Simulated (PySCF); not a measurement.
PySCF input for CF2, SMILES F[C]F (connectivity only; charge and spin as stated), charge +1, multiplicity 2, PBE-D3(BJ)/def2-TZVP. Geometry optimised at PBE-D3(BJ)/def2-TZVP. The isomer is the one that the SMILES or the coordinates give; other isomers of the formula were not compared.

```python
import numpy as np
from pyscf import gto, scf, dft, df
from pyscf.hessian import thermo

mol = gto.M(
    atom='''
    F     0.00000000   -1.08937533   -0.14309075
    C     0.00000000    0.00000000    0.42927225
    F     0.00000000    1.08937533   -0.14309075
    ''',
    basis='def2-TZVP',
    charge=1,
    spin=1,
    max_memory=1600,
    verbose=3,
)
mf = dft.UKS(mol, xc='pbe').density_fit(auxbasis='def2-universal-jkfit')
mf.disp = 'd3bj'
mf.grids.level = 3
mf.conv_tol = 1e-11
mf.max_cycle = 100
mf.kernel()
fine, coarse = mf.grids, dft.Grids(mol).set(level=1).build(with_non0tab=True)
for _ in range(3):  # follow internal instabilities
    mf.grids = coarse
    mo, _, stable, _ = mf.stability(return_status=True, nroots=4)
    mf.grids = fine
    if stable:
        break
    mf.kernel(mf.make_rdm1(mo, mf.mo_occ))

# [left out here: the lines that compute and print the analytic Hessian (its translational invariance restored by hand, since the grid's response is missing), thermochemistry and intensities]
```

It prints:

```

WARN: HOMO -0.223842267466161 >= LUMO -0.223842267466161

converged SCF energy = -237.171217090823  <S^2> = 0.75281879  2S+1 = 2.0028168
<class 'pyscf.df.df_jk.DFUKS'> wavefunction is stable in the internal stability analysis

WARN: DFTD3 does not support analytical Hessian, using finite difference


WARN: Mole.unit (angstrom) is changed to Bohr

Mode                                 0                   1                   2
Irrep
Freq [cm^-1]                      620.7031           1313.2262           1622.5218
Reduced mass [au]                  16.4621             14.7509             13.4308
Force const [Dyne/A]                3.7368             14.9881             20.8321
Char temp [K]                     893.0535           1889.4402           2334.4476
Normal mode                   x     y     z       x     y     z       x     y     z
       0   F                 0.00  0.13 -0.05   -0.00 -0.10 -0.06    0.00  0.08  0.04
       1   C                 0.00  0.00  0.15    0.00  0.00  0.20   -0.00 -0.24  0.00
       2   F                 0.00 -0.13 -0.05   -0.00  0.10 -0.06   -0.00  0.08 -0.04
temperature 298.1500 [K]
pressure 101325.00 [Pa]
Rotational constants [GHz] 169.03850 11.20766 10.51077
Symmetry number 2
Zero-point energy (ZPE) 0.00810 [Eh]   21272.302 [J/mol]
                           tot       elec      trans        rot        vib
Entropy [J/mol/K]       244.422      5.763    157.537     79.246      1.875
Cv [J/mol/K]             29.874      0.000     12.472     12.472      4.930
Cp [J/mol/K]             38.188      0.000     20.786     12.472      4.930
Internal energy [J/mol]                      3718.434   3718.434  21698.842
Internal energy [Eh]   -237.16012  -237.17122
Enthalpy [J/mol]                             6197.391   3718.434  21698.842
Enthalpy [Eh]          -237.15918
Gibbs free energy [J/mol]                  -40772.357 -19908.789  21139.718
Gibbs free energy [Eh] -237.18693
mode   freq/cm-1   IR/(km/mol)
   1      620.70        21.578
   2     1313.23        52.398
   3     1622.52       372.565
max |gradient| / (hartree/bohr): 0.00013028030046674085
APT charges: [-0.1191  1.2383 -0.1191]
```

Self-consistency was reached.

Cost: roughly 30 core-seconds.
